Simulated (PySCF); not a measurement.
Breaking a bond: PH, triplet.

Levels: UCCSD = CCSD on UHF/cc-pVTZ, 5 core orbitals frozen in PySCF 2.14.0; ROHF/cc-pVTZ (PySCF); UMP2 = MP2 on UHF/cc-pVTZ, 5 core orbitals frozen (PySCF).

Energies are in kJ/mol, each relative to the lowest point of its own curve near equilibrium.

```tsv
R / Å	UCCSD	ROHF	UMP2
1.07	235.5	232.9	233.0
1.13	144.9	142.0	142.5
1.22	59.4	56.6	57.4
1.27	31.2	28.7	29.6
1.33	10.7	8.9	9.6
1.38	2.3	1.3	___
1.43	0.0	0.0	0.0
1.49	___	___	4.3
1.51	5.9	___	___
1.56	___	17.6	15.9
1.65	34.2	41.2	37.8
1.75	62.0	73.6	67.7
```

### Question
Complete the blanks.

### Answer

- 1.38, UMP2: 1.7
- 1.49, UCCSD: 3.5
- 1.49, ROHF: 5.0
- 1.51, ROHF: 8.0
- 1.51, UMP2: 7.0
- 1.56, UCCSD: 14.0

The scan ran from 1.07 to 5.65 Å; beyond the distances shown one of the unrestricted levels run for this scan, shown here or not, changes its spin distribution in one step.
